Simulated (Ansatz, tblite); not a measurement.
Removing an electron: Si(vinyl)(OMe)3 (C5H12O3Si). Total charge 0; singlet. Geometry: PBE-D4/def2-SVP. Ansatz, gas phase; energy differences of separate SCF runs; the oxidised species was run as a doublet alone.

```xyz
21

Si   -0.0521   -0.1539   -0.1650
C     0.8548    0.1857   -1.7525
C     0.3475    0.9425   -2.7474
H     1.8629   -0.2518   -1.8831
H    -0.6535    1.3978   -2.6594
H     0.9010    1.1333   -3.6838
O    -1.4939    0.6723   -0.2764
C    -2.5601    0.5268    0.6465
H    -2.8284   -0.5417    0.7990
H    -3.4476    1.0606    0.2490
H    -2.3084    0.9637    1.6394
O     0.8724    0.2910    1.1628
C     1.4835    1.5566    1.3211
H     2.0888    1.8504    0.4324
H     2.1593    1.5194    2.2007
H     0.7333    2.3610    1.4975
O    -0.4220   -1.7554    0.1092
C     0.4430   -2.7288    0.6629
H     1.1305   -3.1499   -0.1063
H    -0.1692   -3.5645    1.0616
H     1.0582   -2.3151    1.4917
```

The xTB rows come from tblite. Correlated methods freeze 13 core orbitals.

```json
{"level": "GFN1-xTB", "−HOMO (eV)": "11.63", "vertical IE (eV)": "14.20", "−LUMO (eV)": "6.79", "HOMO–LUMO gap (eV)": "4.84"}
{"level": "GFN2-xTB", "−HOMO (eV)": "10.79", "vertical IE (eV)": "13.28", "−LUMO (eV)": "6.24", "HOMO–LUMO gap (eV)": "4.55"}
{"level": "PBE0-D4/def2-TZVP", "−HOMO (eV)": "7.77", "vertical IE (eV)": "9.48", "−LUMO (eV)": "0.55", "HOMO–LUMO gap (eV)": "7.22"}
```

Q: Estimate the rows for PBE-D4/def2-TZVP, PBE-QIDH/def2-TZVP.

A: 
```csv
level,−HOMO (eV),vertical IE (eV),−LUMO (eV),HOMO–LUMO gap (eV)
PBE-D4/def2-TZVP,6.36,8.85,1.56,4.80
PBE-QIDH/def2-TZVP,–,10.14,–,–
```

 Raw xTB energy differences between charge states are shifted by several eV; the methods need an empirical correction for them.
